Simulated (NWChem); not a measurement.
SnPH5; SMILES [SnH3][PH2]

def2 effective core potentials on Sn; no spin-orbit coupling.

Task: Give the equilibrium geometry at PBE-D3(BJ)/def2-SVP with def2 effective core potentials on Sn (NWChem) as a Z-matrix, with the point group.

Result: point group C1; any orientation.
```
Sn
H 1 1.7280
H 1 1.7280 2 109.21
H 1 1.7306 2 109.32 3 -119.57
P 1 2.5476 2 108.02 3 117.30
H 5 1.4427 1 92.10 2 74.10
H 5 1.4427 6 92.05 1 -92.23
```
